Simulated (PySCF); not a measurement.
A calculated (UHF, PySCF 2.14, pcseg-2, the non-relativistic Hamiltonian (point nucleus)) atom or ion has these occupied shells.

```csv
shell,electrons,orbital energy (eV),"rms radius, mean of both spins (bohr)"
1s α,1,-6561.0,0.0713
1s β,1,-6560.9,0.0713
2s α,1,-810.04,0.305
2s β,1,-806.14,0.305
2p α,3,-693.28,0.275
2p β,3,-689.40,0.275
3s α,1,-126.60,0.927
3s β,1,-115.41,0.927
3p α,3,-91.683,0.991
3p β,3,-78.074,0.991
3d α,5,-34.957,1.24
```

Q: Name the element and its charge.

A: Mn²⁺ (manganese, charge +2), in [Ar] 3d5, high-spin 6S determinant.
